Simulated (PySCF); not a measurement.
## Magnetic susceptibility: `F/C(=C/F)C#CC(F)F`, C₅H₂F₄

Geometry:
```csv
atom,x (Å),y (Å),z (Å)
F1,2.111,-1.821,-0.029
C2,2.501,-0.549,-0.054
C3,1.617,0.451,-0.086
F4,2.082,1.711,-0.110
C5,0.214,0.304,-0.096
C6,-0.981,0.162,-0.100
C7,-2.427,0.011,-0.108
F8,-2.997,0.699,0.910
F9,-2.964,0.497,-1.253
H10,3.572,-0.414,-0.046
H11,-2.724,-1.049,-0.014
```

The calculation used GIAO B3LYP/pcSseg-1 magnetisability, rotational g tensor and spin-rotation constants, non-relativistic, gas phase (PySCF 2.14.0). Geometry: GFN2-xTB.

Question: What are the magnetisability and the molar susceptibility?

Answer: Isotropic -1010 × 10⁻³⁰ J/T², or -60.8 × 10⁻⁶ cm³/mol; principal values -1048, -1008, -974 × 10⁻³⁰ J/T², anisotropy 64 × 10⁻³⁰ J/T² (root of half the summed squared differences of the principal values). The susceptibility is in cgs units.

Question: Split it along the inertial axes a, b, c into diamagnetic and paramagnetic parts about the centre of mass, with the quadrupole moment.

Answer: 
```tsv
axis	χ (10⁻⁶ cm³/mol)	diamagnetic (10⁻⁶ cm³/mol)	paramagnetic (10⁻⁶ cm³/mol)	summed x² of all electrons (Å²)	quadrupole Θ (D Å)
a	-58.7	-440.0	381.3	366.5	+5.07
b	-60.7	-1689.1	1628.4	72.1	-2.21
c	-63.1	-1860.8	1797.7	31.6	-2.86
```
Anisotropies 2χaa − χbb − χcc = +6.4 and 2χbb − χaa − χcc = +0.4 × 10⁻⁶ cm³/mol. Θ is traceless in Buckingham's convention.

Question: And the rotational g tensor?

Answer: 
```csv
axis,rotational constant (GHz),g,nuclear part,electronic part
a,2.9438,-0.0416,0.4858,-0.5274
b,0.6601,-0.0074,0.4976,-0.5050
c,0.5958,-0.0059,0.4973,-0.5032
```
Asymmetric top; isotopes 12C, 19F, 1H; no vibrational averaging.
